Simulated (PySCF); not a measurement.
BaBr2, SMILES [Br][Ba][Br]. Atoms are numbered in the order given.

```xyz
3

Ba     0.0000     0.0000    -0.6300
Br     0.0000     2.6931     0.5040
Br     0.0000    -2.6931     0.5040
```

Geometry optimised at B3LYP-D3(BJ)/def2-SVP. The def2 effective core potentials stand for the cores of Ba; spin–orbit coupling is left out.

Level of theory: CAM-B3LYP/def2-TZVPD (PySCF).

Symmetry labels are those of the subgroup C2v that the program uses (full group C2v).

Task: List the valence orbital energies around the gap with their symmetry. (The exact figures need the calculation; the answer reports its results.)

Result: 
| orbital | symmetry | energy (eV) |
|---|---|---|
| HOMO−7 | A1 | -21.10 |
| HOMO−6 | B2 | -20.52 |
| HOMO−5 | A1 | -9.36 |
| HOMO−4 | B2 | -8.86 |
| HOMO−3 | A2 | -8.77 |
| HOMO−2 | A1 | -8.64 |
| HOMO−1 | B1 | -8.62 |
| HOMO | B2 | -8.51 |
| LUMO | A1 | -1.55 |
| LUMO+1 | B1 | -0.48 |
| LUMO+2 | A1 | -0.46 |
| LUMO+3 | B2 | 0.06 |
